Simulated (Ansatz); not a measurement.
Several settings on one geometry of the cluster Li₅⁺ (the lowest singlet isomer of a short search) (that of the charge 1 singlet, r2SCAN/def2-TZVP). Ansatz on 4 threads of Arm Neoverse V1 on a shared host; times are rough.

Cartesian coordinates in Å:
```
Li -1.531 2.368 0.183
Li -0.304 -0.320 1.561
Li -0.989 -0.569 -1.153
Li 1.531 -2.368 -0.183
Li 1.294 0.889 -0.408
```

Totals from different functionals, basis sets or treatments of relativity can't be compared as stabilities.

HSE06 is defined as in plane-wave codes, on full-range PBE exchange.

Give the basis size and estimate the energy, ⟨S²⟩ and time of these runs.

| run | method | charge | state | further keys |
| --- | --- | --- | --- | --- |
| 1 | RKS HSE06/def2-SVPD | 1 | singlet | final_grid: {core_spheres: 5, valence_spheres: 4, degree: 11}; pseudopotentials: {relativity: none}; scf: {omitted_lower_state_checks: [starts]} |
| 2 | RKS RPBE/pcseg-2 | 1 | singlet | – |
| 3 | RKS rPW86-PBE/6-31G | 1 | singlet | final_grid: {core_spheres: 20, valence_spheres: 16, degree: 47}; scf: {omitted_lower_state_checks: [starts]}; forces asked |


```tsv
run	functions	energy (Eh)	⟨S²⟩	wall time
1	60	-37.2738	–	0.35 s
2	75	-37.4316	–	0.65 s
3	45	-37.5371	–	0.9 s
```
